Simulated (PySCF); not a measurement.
Coordinates in bohr (charge 0 multiplicity 1):
```
Ru    0.2661    0.0000    0.2239
O    -1.0278    2.7154   -0.9541
O    -1.0278   -2.7154   -0.9541
H     2.9680    0.0000    1.9534
H    -0.3582    1.4651    2.7135
H    -0.3582   -1.4651    2.7135
H     3.4607    0.0000    0.2565
```

Computed with PBE0 in PySCF with Ru def2-TZVP with ECP28, O def2-TZVP, H def2-TZVP; scalar-relativistic core potentials, no spin–orbit coupling; density-fitted integrals.

This geometry of H₄RuO₂ is a stationary point at this level.

Problem. What is the point group?

Solution. Cs.

Problem. Is it a minimum?

Solution. Yes: all harmonic wavenumbers are real.

Problem. List the harmonic modes with their infrared intensities.

Solution. 
```csv
symmetry,ω (cm⁻¹),IR (km/mol)
a',268,13.8
a'',309,24.0
a',449,32.3
a'',671,0.4
a',729,16.6
a'',816,10.1
a'',916,154
a',935,167
a',955,17.9
a'',962,40.3
a',1069,63.9
a',1959,14.8
a'',2131,35.6
a',2191,23.7
a',2403,52.8
```

Problem. Give the atomic charges and bond orders.

Solution. 
```tsv
atom	Mulliken	Löwdin	polar tensor	Mayer order to Ru1
Ru1	0.66	0.15	0.67	–
O2,3	-0.56	-0.31	-0.51	1.56
H4	0.12	0.14	0.19	0.49
H5,6	0.13	0.10	0.02	0.82
H7	0.07	0.13	0.11	0.52
```
Other Mayer orders above 0.3: H–H 0.45, O–O 0.33.

Problem. What is the atomisation energy, with and without zero-point energy?

Solution. 1755 kJ/mol without, 1655 kJ/mol with.

This need not be the most stable arrangement of these atoms. At this level a singlet minimum of C2v symmetry lies 137 kJ/mol below this structure.
